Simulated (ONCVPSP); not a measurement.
## manganese (Mn) ONCV: all-electron and pseudo phase curves

* Element: manganese
* Generator: ONCVPSP 4.0.1
* Type: optimised norm-conserving Vanderbilt (ONCV)
* Functional: PBE
* Relativity: scalar-relativistic
* Frozen core: [Ar]
* Valence charge: 7
* Reference configuration: 3d5 4s2
* Partial waves: 4s: rc 2.55 bohr, ncon 3, nbas 6, qcut 3.1 1/bohr, 2 projectors, debl 3.1 Ha; p scattering state at 0.16 Ha: rc 2.10 bohr, ncon 4, nbas 8, qcut 4.5 1/bohr, 2 projectors, debl 1.7 Ha; 3d: rc 1.10 bohr, ncon 4, nbas 9, qcut 13.4 1/bohr, 2 projectors, debl 2.3 Ha
* Local potential: polynomial inside 1.05 bohr (lpopt 1, dvloc0 0 Ha)
* Core correction: polynomial model core, fcfact 0.35

The phase is arctan(r·R′/R) of the radial function R(r), unwrapped; energies in Ha, scanned from -2 to 5 Ha. A pole is an energy at which the radial function vanishes at the test radius. The pseudo phase is shifted by a multiple of π to meet the all-electron one at the reference energy, and phase errors are pseudo minus all-electron; the curves can meet again beyond the range given. Levels narrower than the energy grid can be missing from the lists of poles. n/a: not evaluated, since a narrow level or a reset projector energy made the automatic matching unsafe.

```
channel  radius (bohr)  reference energy (Ha)  poles, all-electron  poles, pseudo  unbroken range about the reference energy with phases within 0.05 rad  phase error 1 Ha above the reference energy (rad)
      s           2.59                  -0.19                 0.83     0.85, 4.79                                                                    n/a                                                n/a
      p           2.13                   0.16          -1.96, 2.59    -0.88, 2.60                                                            -0.6 to 4.5                                             +0.001
      d           1.12                  -0.25                 1.91           1.91                                                        the whole range                                             +0.000
```

Note: ghosts flagged at negative energy: p at -24.5 eV; GHOST(+) flagged for s at 10.4 eV. A true bound ghost makes a file unfit for plane-wave use.

Phases in the p channel:

```json
{"E (Ha)": "-1.98", "all-electron": "-1.497", "pseudo": "1.237"}
{"E (Ha)": "-1.80", "all-electron": "-1.759", "pseudo": "1.213"}
{"E (Ha)": "-1.62", "all-electron": "-1.834", "pseudo": "1.182"}
{"E (Ha)": "-1.44", "all-electron": "-1.885", "pseudo": "1.141"}
{"E (Ha)": "-1.26", "all-electron": "-1.931", "pseudo": "1.079"}
{"E (Ha)": "-1.08", "all-electron": "-1.980", "pseudo": "0.940"}
{"E (Ha)": "-0.90", "all-electron": "-2.039", "pseudo": "-1.339"}
{"E (Ha)": "-0.72", "all-electron": "-2.113", "pseudo": "-2.018"}
{"E (Ha)": "-0.54", "all-electron": "-2.214", "pseudo": "-2.175"}
{"E (Ha)": "-0.36", "all-electron": "-2.356", "pseudo": "-2.338"}
{"E (Ha)": "-0.18", "all-electron": "-2.568", "pseudo": "-2.560"}
{"E (Ha)": "0.00", "all-electron": "-2.879", "pseudo": "-2.877"}
{"E (Ha)": "0.18", "all-electron": "-3.280", "pseudo": "-3.280"}
{"E (Ha)": "0.36", "all-electron": "-3.674", "pseudo": "-3.673"}
{"E (Ha)": "0.54", "all-electron": "-3.970", "pseudo": "-3.968"}
{"E (Ha)": "0.72", "all-electron": "-4.169", "pseudo": "-4.168"}
{"E (Ha)": "0.90", "all-electron": "-4.304", "pseudo": "-4.303"}
{"E (Ha)": "1.08", "all-electron": "-4.399", "pseudo": "-4.398"}
{"E (Ha)": "1.26", "all-electron": "-4.469", "pseudo": "-4.468"}
{"E (Ha)": "1.44", "all-electron": "-4.523", "pseudo": "-4.523"}
{"E (Ha)": "1.62", "all-electron": "-4.566", "pseudo": "-4.566"}
{"E (Ha)": "1.80", "all-electron": "-4.601", "pseudo": "-4.601"}
{"E (Ha)": "1.98", "all-electron": "-4.632", "pseudo": "-4.632"}
{"E (Ha)": "2.16", "all-electron": "-4.659", "pseudo": "-4.658"}
{"E (Ha)": "2.34", "all-electron": "-4.683", "pseudo": "-4.682"}
{"E (Ha)": "2.52", "all-electron": "-4.705", "pseudo": "-4.704"}
{"E (Ha)": "2.70", "all-electron": "-4.726", "pseudo": "-4.724"}
{"E (Ha)": "2.88", "all-electron": "-4.746", "pseudo": "-4.744"}
{"E (Ha)": "3.06", "all-electron": "-4.767", "pseudo": "-4.763"}
{"E (Ha)": "3.24", "all-electron": "-4.788", "pseudo": "-4.783"}
{"E (Ha)": "3.42", "all-electron": "-4.810", "pseudo": "-4.803"}
{"E (Ha)": "3.60", "all-electron": "-4.835", "pseudo": "-4.825"}
{"E (Ha)": "3.78", "all-electron": "-4.863", "pseudo": "-4.850"}
{"E (Ha)": "3.96", "all-electron": "-4.896", "pseudo": "-4.878"}
{"E (Ha)": "4.14", "all-electron": "-4.936", "pseudo": "-4.911"}
{"E (Ha)": "4.32", "all-electron": "-4.988", "pseudo": "-4.954"}
{"E (Ha)": "4.50", "all-electron": "-5.060", "pseudo": "-5.010"}
{"E (Ha)": "4.68", "all-electron": "-5.166", "pseudo": "-5.090"}
{"E (Ha)": "4.86", "all-electron": "-5.337", "pseudo": "-5.219"}
```
